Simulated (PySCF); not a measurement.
Ga(Cl)3(NH3), H3Cl3GaN, singlet, PBE0/def2-SVP optimised geometry.

```
8

Ga    -0.59    -0.17     0.00
Cl     1.57    -0.17     0.00
Cl    -1.57    -1.76     1.08
Cl    -1.57     1.76     0.00
N     -0.96    -0.77    -1.95
H     -1.96    -0.79    -2.14
H     -0.58    -1.70    -2.12
H     -0.52    -0.13    -2.61
```

Density from PBE0/def2-TZVP (PySCF) at that geometry.

Minimum of the electron density along straight lines between bonded atoms, close to the bond critical point (lines longer than 1.1 times the sum of covalent radii, or with two minima, are not listed):

```json
[
 {"bond": "Ga1–Cl2", "length / Å": "2.162", "ρ at the minimum / e bohr⁻³": "0.094", "∇²ρ there / e bohr⁻⁵": "0.26", "position (fraction from the first atom)": "0.44"},
 {"bond": "Ga1–Cl3", "length / Å": "2.162", "ρ at the minimum / e bohr⁻³": "0.094", "∇²ρ there / e bohr⁻⁵": "0.26", "position (fraction from the first atom)": "0.44"},
 {"bond": "Ga1–Cl4", "length / Å": "2.162", "ρ at the minimum / e bohr⁻³": "0.094", "∇²ρ there / e bohr⁻⁵": "0.26", "position (fraction from the first atom)": "0.44"},
 {"bond": "Ga1–N5", "length / Å": "2.073", "ρ at the minimum / e bohr⁻³": "0.078", "∇²ρ there / e bohr⁻⁵": "0.27", "position (fraction from the first atom)": "0.47"},
 {"bond": "N5–H6", "length / Å": "1.022", "ρ at the minimum / e bohr⁻³": "0.331", "∇²ρ there / e bohr⁻⁵": "-1.70", "position (fraction from the first atom)": "0.75"},
 {"bond": "N5–H7", "length / Å": "1.022", "ρ at the minimum / e bohr⁻³": "0.331", "∇²ρ there / e bohr⁻⁵": "-1.70", "position (fraction from the first atom)": "0.75"},
 {"bond": "N5–H8", "length / Å": "1.022", "ρ at the minimum / e bohr⁻³": "0.331", "∇²ρ there / e bohr⁻⁵": "-1.70", "position (fraction from the first atom)": "0.75"}
]
```
